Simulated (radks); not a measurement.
Valence configurations of the cerium ion Ce3+ (all share [Xe]). All-electron calculation, Dirac Kohn-Sham, PBEsol, spin-unpolarised, spherical densities, point nucleus; open shells are shared between the two j in proportion to 2j + 1. Program: a radial shooting solver on a logarithmic mesh with Libxc functionals. Energies are relative to 4f1; eigenvalues in eV.

| valence | E (eV) | e(4f5/2) | e(4f7/2) | e(5d3/2) | e(5d5/2) | e(6p1/2) |
|---|---|---|---|---|---|---|
| 4f1 | 0.000 | -28.876 | -28.533 | - | - | - |
| 4f0.5 6s0.5 | 4.911 | -33.569 | -33.202 | - | - | - |
| 4f0.5 6p0.5 | 7.235 | -34.057 | -33.690 | - | - | -17.812 |
| 5d1 | 7.409 | - | - | -25.652 | -25.289 | - |
| 6s1 | 11.647 | - | - | - | - | - |
| 5d0.5 6p0.5 | 11.841 | - | - | -27.047 | -26.670 | -18.142 |
| 6p1 | 16.493 | - | - | - | - | -19.072 |

NIST lists [Xe] 4f1 as the ground configuration; this level of theory agrees among the configurations tried. The energies are those of spherical spin-averaged densities, not of single terms.
